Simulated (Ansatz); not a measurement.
Ansatz (an electronic-structure program) input file for CH5ClFNSi, SMILES [Si@H](F)(CN)Cl, PBE0/def2-TZVPD. The structure is a stationary point at B3LYP-D3(BJ)/def2-SVP. The structure was generated by enumeration; whether it is a known compound was not checked. One conformer was computed; it need not be the lowest.

Ansatz 0.2 input:
```yaml
crystal:
  periodic: [false, false, false]
  atoms:
    - {symbol: N, position_ang: [-2.50892414, 0.16486088, 0.80318044]}
    - {symbol: C, position_ang: [-1.46075185, -0.59453806, 0.10934304]}
    - {symbol: Si, position_ang: [0.24586981, 0.14538599, 0.34537438]}
    - {symbol: F, position_ang: [0.16828124, 1.69054626, -0.16573855]}
    - {symbol: Cl, position_ang: [1.68976581, -0.82686615, -0.77506137]}
    - {symbol: H, position_ang: [-2.35070024, 0.17883276, 1.81112598]}
    - {symbol: H, position_ang: [-2.51468409, 1.13712677, 0.49385071]}
    - {symbol: H, position_ang: [-1.69047436, -0.64022258, -0.96964529]}
    - {symbol: H, position_ang: [-1.47169511, -1.64356312, 0.45309329]}
    - {symbol: H, position_ang: [0.67180677, 0.18743298, 1.76570264]}
basis:
  gaussian:
    orbitals: def2-TZVPD
hamiltonian:
  xc: {name: PBE0}
```

Log of the run:

```
WARN ansatz: RAYON_NUM_THREADS=2 ignored (pool sized by the plan → 2); use --threads N
Functional definition: PBE0
integrals: 0.21 GiB planned
1409 factors; their error is unknown
mean field: 1.74 GiB planned
mean field evaluation 1: about -25711.2098 eV, gradient 6.3e1 eV
mean field evaluation 2: about -25700.8393 eV, gradient 9.2e1 eV
mean field evaluation 4: about -25718.7105 eV, gradient 4.3e0 eV
mean field evaluation 8: about -25718.7465 eV, gradient 4.4e-2 eV
mean field evaluation 16: about -25718.7800 eV, gradient 8.1e-5 eV
mean field -25718.77997853 eV, -945.1477313960 hartree, gradient 8.1e-5 eV, S^2 0.000000; 0 other end points of the search recorded, 0 dependent functions left out
reference -25718.78002830 eV, -945.1477332249 hartree; 29, 29 occupied and 219, 219 virtual orbitals, 1409 factors
Total energy: -25718.78002830 eV, -945.1477332249 hartree
```

Self-consistency was reached.
